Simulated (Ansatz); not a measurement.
C2H10BNSi can be A, `CB(N)C[SiH3]`, or B, `CCBN[SiH3]`.

Gas-phase electronic energies from Ansatz, PBE0-D4/def2-TZVP geometries. CCSD(T)/CBS is the MP2 limit (def2-TZVPP, def2-QZVPP) plus CCSD(T) − MP2 in def2-TZVPP, frozen cores. DFT in def2-TZVPP. B3LYP here is the variant with VWN-RPA as its local correlation; programs differ in this. Each species was taken in one conformer, which may not be the lowest.

A:

Z-matrix (Å, degrees):
```
C
B 1 1.576
H 1 1.096 2 109.9
H 1 1.093 2 114.1 3 -120.9
H 1 1.095 2 111.1 3 116.8
N 2 1.399 1 119.9 3 115.1
C 2 1.576 1 120.8 3 -66.5
H 6 1.005 2 122.8 1 0.9
H 6 1.006 2 123.6 1 -180.0
Si 7 1.873 2 111.1 1 -89.1
H 7 1.096 2 112.7 1 151.0
H 7 1.095 2 111.4 1 29.9
H 10 1.489 7 111.0 2 54.4
H 10 1.490 7 111.6 2 174.8
H 10 1.489 7 110.4 2 -65.2
```

B:

Z-matrix (Å, degrees):
```
C
C 1 1.529
H 1 1.093 2 111.4
H 1 1.093 2 111.9 3 120.2
H 1 1.093 2 111.0 3 -119.4
B 2 1.571 1 113.5 3 63.5
H 2 1.097 1 110.2 3 -62.7
H 2 1.100 1 108.6 3 -177.9
N 6 1.406 2 122.7 1 -132.9
H 6 1.204 2 120.1 1 47.5
Si 9 1.740 6 127.0 2 -179.0
H 9 1.012 6 116.2 2 0.9
H 11 1.488 9 110.7 6 119.5
H 11 1.480 9 107.9 6 -1.0
H 11 1.488 9 110.5 6 -121.5
```

Problem. Which is lower in electronic energy at CCSD(T)/CBS, and by how much? (Best estimate.)

Solution. The calculation gave: A, by 5.1 kcal/mol.

Problem. Give E(B) − E(A) in kcal/mol with CCSD(T)/def2-TZVPP, B3LYP-D4, CCSD/def2-TZVPP, PBE0-D4, MP2/def2-TZVPP, PBE-D4, B2PLYP. (An estimate is asked.)

Solution. Computed: CCSD(T)/def2-TZVPP 4.9, B3LYP-D4 5.3, CCSD/def2-TZVPP 4.4, PBE0-D4 7.1, MP2/def2-TZVPP 5.3, PBE-D4 7.7, B2PLYP 4.3. None reverses the order clearly.

Largest T1 diagnostic: 0.011.

In def2-TZVPP, CCSD(T) changes the Hartree–Fock value by +4.1 kcal/mol (the triples alone add +0.5 kcal/mol) and MP2 by +4.4 kcal/mol. The D4 term adds +1.1 kcal/mol with B3LYP and +0.6 kcal/mol with PBE0; it sums over pairs of atoms, weighted by their polarisabilities, and B3LYP, whose exchange is more repulsive, gets the larger term.
